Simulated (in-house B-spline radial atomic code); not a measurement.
**Ionising Ce V (Ce4+) with different functionals**

Computed with a B-spline radial code for spherical atoms: four-component Dirac-Coulomb Hamiltonian, Fermi nucleus of rms radius 4.8771 fm, spin-restricted, spherical fractional occupations for the functionals, and exact exchange of hybrids averaged over the configuration. The ionisation energy is the difference of two self-consistent energies, [Kr] 4d10 5s2 5p6 → [Kr] 4d10 5s2 5p5, without Breit or QED terms; ε is the level of the shell that loses the electron (mean over j). The electron is taken from both j subshells in proportion to 2j + 1, so the result is a j average, not the step between ground levels.

| method | rung | ΔSCF (eV) | -ε(5p) (eV) |
| --- | --- | --- | --- |
| BHandHLYP | global hybrid | 66.62 | 63.62 |
| PBE0 | global hybrid | 66.79 | 62.00 |
| CAM-B3LYP | range-separated hybrid | 66.72 | 63.42 |
| wB97X | range-separated hybrid | 66.53 | 64.41 |

Question: Among the functionals, which spreads more, the ΔSCF values or the orbital energies?

Answer: The orbital energies: ΔSCF values span about 0.26 eV and the orbital energies 2.41 eV; here energy differences depend much less on the functional than eigenvalues do.

Question: How do they compare with the NIST value?

Answer: NIST lists 65.5 eV ± 0.25 (semi-empirical, ground level to ground level). Errors run from +0.98 to +1.24 eV. The correlated functionals all miss on the same side by more than they spread, so the cause is common to them (Breit-QED terms, spin polarisation, the choice among j levels, multiplet and fine-structure energies, or a listed next ion that isn't the cheapest removal here) and closeness doesn't rank the functionals.
